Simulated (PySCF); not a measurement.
**NMR data sheet: C4H16Si4**

| Property | Result |
| --- | --- |
| Formula | C4H16Si4 |
| SMILES | [SiH3][Si]([SiH3])([SiH3])C1CCC1 |
| InChI | InChI=1S/C4H16Si4/c5-8(6,7)4-2-1-3-4/h4H,1-3H2,5-7H3 |
| Degrees of unsaturation | 1 |
| Carbon signals | 3 |
| Proton signals | 6 |

Atom-mapped SMILES (the numbers label the heavy atoms): `[SiH3:1][Si:2]([SiH3:3])([SiH3:4])[CH:5]1[CH2:6][CH2:7][CH2:8]1`. Each H is labelled by its parent atom. Ha(C6), Ha(C7), Ha(C8) are cis to Si2 on the ring; Hb(C6), Hb(C7), Hb(C8) are trans to Si2 on the ring.

Theoretical values (PySCF): σ from GIAO-PBE0/pcSseg-1, PBE0-D3(BJ)/def2-SVP geometry. One computed conformer, equivalent nuclei averaged, non-relativistic Hamiltonian, no solvent model.

Chemical shifts δ = σref − σ; TMS for 1H (31.27 ppm), 13C (184.41 ppm), 29Si (351.99 ppm), all at this level.

```tsv
carbon	δC, type	δH (multiplicity)	HMBC from (2–3 bonds)	span of the C tensor (ppm)
C5	17.4, CH	1.79 (m)	H(Si1)/H(Si3)/H(Si4), Hb(C6)/Hb(C8), Ha(C7), Hb(C7), Ha(C6)/Ha(C8)	31
C6/C8	26.8, CH2	Ha(C6) 1.68 (m); Hb(C6) 2.48 (m)	Hb(C6)/Hb(C8), Ha(C7), Hb(C7), H(C5), Ha(C6)/Ha(C8)	34
C7	22.4, CH2	Ha(C7) 1.95 (m); Hb(C7) 1.85 (m)	Hb(C6)/Hb(C8), H(C5), Ha(C6)/Ha(C8)	30
```

Other nuclei:
| atoms | nucleus | environment | δ (ppm) | σ (ppm) |
| --- | --- | --- | --- | --- |
| H(Si1)/H(Si3)/H(Si4) | 1H | hydrogen on a silicon bonded to Si | 3.63 | 27.64 |
| Si2 | 29Si | silicon bonded to C, 3 Si | -85.7 | 437.7 |
| Si1/Si3/Si4 | 29Si | silicon bonded to Si, 3 H | -105.9 | 457.9 |

1. Carbon types of the structure: 1 × CH, 3 × CH2, leaving 9 H on heteroatoms.
2. δC 26.8, 22.4: sp3 CH2 in a ring; aliphatic region, no heteroatom directly attached.
3. δC 17.4: sp3 CH bonded to Si.
4. δH 3.63: hydrogen on a silicon bonded to Si.
5. δH 2.48, 1.95, 1.85, 1.68: hydrogen on an sp3 CH2 in a ring.
6. δH 1.79: hydrogen on an sp3 CH bonded to Si.

Shifts are as computed. Against solution values, carbons near 30 ppm lie about +2 ppm off and those near 130 ppm about +5 ppm. Of 1211 compounds with measured shifts, 218 miss one by over three times the rms of a fit or turn the order of signals round; such compounds aren't used in these exercises. No couplings were computed; multiplicities are counted from neighbouring protons, with m where these are inequivalent, close in shift, in a saturated or five-membered ring or joined by F or P, and br s for small geminal =CH2 splittings.
